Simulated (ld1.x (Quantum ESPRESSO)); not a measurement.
**Transferability test, ultrasoft potential for O**

| Property | Result |
| --- | --- |
| Element | oxygen (O) |
| Generator | ld1.x (Quantum ESPRESSO) 7.5 |
| Type | ultrasoft |
| Functional | Wu–Cohen |
| Relativity | scalar-relativistic |
| Frozen core | [He] |
| Valence charge | 6 |
| Reference configuration | 2s1.5 2p4.5 |
| Partial waves | 2s (bound): rcut 0.55, rcutus 0.70 bohr; 2s channel at 1.95 Ry: rcut 0.55, rcutus 0.70 bohr; 2p (bound): rcut 1.05, rcutus 1.20 bohr; 2p channel at -0.15 Ry: rcut 1.05, rcutus 1.20 bohr |
| Local potential | all-electron potential smoothed inside 1.15 bohr (lloc = -1) |
| Core correction | a·sin(br)/r model core, default radius (core density twice the valence density) |
| Augmentation charge | built from norm-conserving waves at rcut, not smoothed further |

Energies are relative to the spin-unpolarised reference configuration 2s1.5 2p4.5; without spin polarisation the order of configurations can differ from experiment. The frozen-core shift is the all-electron ΔE with the core orbitals held at their reference shape minus the fully relaxed ΔE.

| valence configuration | charge | ΔE all-electron (eV) | error AE − PS (meV) | frozen-core shift (meV) |
| --- | --- | --- | --- | --- |
| 2s2 2p4 | 0 | -7.417 | +3.6 | +0.1 |
| 2s2 2p3 | +1 | 8.992 | +13 | +0.2 |
| 2s1 2p5 | 0 | 7.426 | +3.6 | +0.1 |
| 2s2 2p4.3 | -0.3 | -9.530 | +2.8 | +0.1 |
| 2s1 2p4 | +1 | 24.111 | +0.4 | +0.2 |

Task: What are ΔE and the potential's error for 2s0 2p6?

Result: ΔE = 22.308 eV all-electron; the error (AE − PS) is +33 meV.

Task: What are ΔE and the potential's error for 2s2 2p2?

Result: ΔE = 42.562 eV all-electron; the error (AE − PS) is +52 meV.

Levels in the configuration 2s1 2p5:

```tsv
level	all-electron (eV)	pseudo (eV)
2s	-24.284	-24.272
2p	-9.422	-9.425
```
